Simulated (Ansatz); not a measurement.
Cartesian coordinates in Å:
```
C -1.583 1.362 -0.379
O -1.406 0.539 0.753
Si 0.020 0.231 1.483
O -0.272 -0.903 2.614
O 1.126 -0.260 0.391
Si 1.432 -1.245 -0.871
O 0.992 -0.554 -2.295
H -2.649 1.398 -0.610
H -1.238 2.384 -0.186
H -1.048 0.965 -1.247
H 0.592 1.416 2.145
H -1.049 -1.450 2.493
H 0.622 -2.478 -0.770
H 2.889 -1.520 -0.861
H 1.571 0.115 -2.662
```

Total charge 0; spin multiplicity 1.

**Question.** List the ωB97M-V/def2-TZVPP orbital energies in eV (Ansatz 0.2.0). (Estimate.)

**Answer.** The calculation gave: Occupied: -1807.97, -1807.86, -526.34, -526.12, -526.10, -526.08, -282.79, -148.83, -148.77, -102.98, -102.96, -102.92, -102.91, -102.89, -102.86, -31.61, -31.18, -30.77, -30.45, -22.09, -19.42, -18.16, -17.04, -16.55, -15.56, -15.33, -14.85, -14.42, -13.65, -13.28, -12.97, -12.39, -12.13, -11.98, -11.39, -11.04, -10.88. Lowest empty: 1.96, 2.36, 2.85, 3.13, 3.53, 4.01, 4.10, 4.25.
